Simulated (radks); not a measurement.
Neutral platinum inside a hard spherical wall (all orbitals vanish at R), configuration held at [Xe] 4f14 5d9 6s1 and not refilled when levels cross. Method: scalar-relativistic Kohn-Sham, r2SCAN, spin-unpolarised, spherical densities, finite nucleus; meta-GGA in the generalised Kohn-Sham scheme; Fermi nuclear charge, rms radius 5.427 fm; computed with a radial shooting solver on a logarithmic mesh with Libxc functionals. Eigenvalues in eV, with the zero of energy where the potential of the charges vanishes at infinity; a dash marks a level that is unbound or too diffuse for the functional's potential to be trusted. A positive occupied level is held by the wall or, in an anion where self-interaction has pushed it up, behind a barrier. The pressure on the wall is -dE/dV.

R (bohr)  E (hartree)  kinetic (hartree)    e(4f)    e(5p)   e(5d)   e(6s)  e(6p, empty)  e(7s, empty)  pressure (GPa)
free      -18411.7514          20525.190  -70.826  -57.531  -6.288  -5.618             -             -               0
20        -18411.7514          20525.190  -70.826  -57.531  -6.288  -5.618             -             -        < 0.0001
15        -18411.7514          20525.190  -70.826  -57.530  -6.288  -5.618        -0.477         0.672        < 0.0001
12        -18411.7514          20525.190  -70.825  -57.530  -6.287  -5.617        -0.429         1.266        0.000160
10        -18411.7513          20525.191  -70.817  -57.521  -6.280  -5.610        -0.313         2.226         0.00314
7         -18411.7462          20525.235  -70.580  -57.287  -6.066  -5.379         0.601         7.238           0.327
4         -18411.4169          20526.939  -65.129  -52.291  -1.485   1.027        11.726        45.263            75.0
3         -18410.0104          20532.924  -53.496  -42.524   8.670  18.735        36.831        111.43             810
2         -18397.9194          20579.625   -8.419   -4.825  55.598  119.70        160.69        375.51           19600
1.5       -18358.2109          20718.027   66.620   75.685  157.04  349.36        416.65        857.48          167000
